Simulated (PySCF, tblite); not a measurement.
Isomers of C7H4N4, one GFN2-xTB conformer each. Single-point energies are computed at PBE0/pcSseg-1 (PySCF, gas phase, no added dispersion term), electronic only.

| SMILES | GFN2-xTB relative energy (kJ/mol) |
| --- | --- |
| N#Cc1cccc2cnnn12 | 14.2 |
| N#Cc1nnn2ccccc12 | 0.0 |

Q: What does PBE0/pcSseg-1 give for the same structures?

A: 
```tsv
SMILES	PBE0/pcSseg-1 E (Eh)	PBE0/pcSseg-1 (kJ/mol)	GFN2-xTB (kJ/mol)	point group
N#Cc1nnn2ccccc12	-487.48042	0.0	0.0	Cs
N#Cc1cccc2cnnn12	-487.47059	25.8	14.2	Cs
```

Both levels put the same isomer lowest. 

Q: Which frontier levels, dipoles and rotational constants go with these structures?

A: 
| SMILES | HOMO (eV, PBE0/pcSseg-1) | LUMO (eV) | dipole (D) | A, B, C (MHz) |
| --- | --- | --- | --- | --- |
| N#Cc1nnn2ccccc12 | -7.21 | -2.21 | 7.59 | 2475, 974.1, 699.0 |
| N#Cc1cccc2cnnn12 | -7.19 | -2.67 | 7.13 | 1836, 1260, 747.2 |

Q: What happens when harmonic zero-point energies from GFN2-xTB frequencies are added?

A: 
```json
{"SMILES": "N#Cc1nnn2ccccc12", "ZPE (kJ/mol)": "265.7", "electronic (kJ/mol)": "0.0", "with ZPE (kJ/mol)": "0.0"}
{"SMILES": "N#Cc1cccc2cnnn12", "ZPE (kJ/mol)": "265.3", "electronic (kJ/mol)": "25.8", "with ZPE (kJ/mol)": "25.4"}
```

The zero-point energies span 0.4 kJ/mol. The order is unchanged.
